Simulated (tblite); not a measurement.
Compound: hexafluorophosphate, PF₆ (charge -1).
SMILES: `F[P-](F)(F)(F)(F)F`

Calculated harmonic vibrations of the isolated species, GFN2-xTB (tblite), most abundant isotopes, no scaling. This tight-binding method is rough: wavenumbers can miss measured ones by several per cent, in bad cases by 10 to 20.

Harmonic wavenumbers (cm⁻¹): 239.7, 240.0, 240.3, 376.8, 376.9, 377.0, 451.0, 451.2, 451.5, 495.8, 495.9, 628.6, 748.3, 748.4, 748.6.

A = 2507, B = 2507, C = 2506 MHz; mass 144.964 u (most abundant isotopes); point group Oh, symmetry number 24.

Q: Zero-point energy?

A: Half the sum of the wavenumbers: 3535 cm⁻¹ = 42.29 kJ/mol.

Q: What is S at 500 K and 1 bar for an ideal gas of classical rigid rotors and harmonic oscillators?

A: Translation 181.67, rotation 94.73, vibration 105.51: S = 381.9 J/(mol K).

Q: And Cp and H(500 K) − H(0)?

A: Cp = 139.22 J/(mol K), of which vibrations give 105.96 (their classical limit is 15 R = 124.7); H(500 K) − H(0) = 47.02 kJ/mol without the zero-point energy, 30.39 from vibrations.

Q: What must be added to the electronic energy to get the Gibbs energy at 500 K and 1 bar?

A: ZPE + [H(500 K) − H(0)] − T·S = 42.29 + 47.02 − 190.95 = -101.64 kJ/mol.

Q: Which modes carry the vibrational entropy at 500 K?

A: 239.7 cm⁻¹: 11.57; 240.0 cm⁻¹: 11.56; 240.3 cm⁻¹: 11.55; 376.8 cm⁻¹: 8.04; 376.9 cm⁻¹: 8.04; 377.0 cm⁻¹: 8.03 J/(mol K); the other 9 give 46.74 together.

Q: How do the functions run with temperature in this model?

A: 
| T (K) | S (J/(mol K)) | Cp (J/(mol K)) | H − H(0) (kJ/mol) | G − H(0) (kJ/mol) | ln q(vib) |
| --- | --- | --- | --- | --- | --- |
| 150 | 251.4 | 70.2 | 6.68 | -31.04 | 0.46 |
| 250 | 296.0 | 104.6 | 15.55 | -58.45 | 1.65 |
| 298.15 | 315.4 | 115.6 | 20.87 | -73.18 | 2.35 |
| 400 | 351.7 | 130.7 | 33.49 | -107.21 | 3.89 |
| 600 | 407.8 | 144.4 | 61.22 | -183.45 | 6.80 |
| 900 | 468.0 | 151.6 | 105.82 | -315.34 | 10.55 |

q(vib) and H(0) count from the zero-point level.

Hindered rotation and anharmonicity are outside this model.
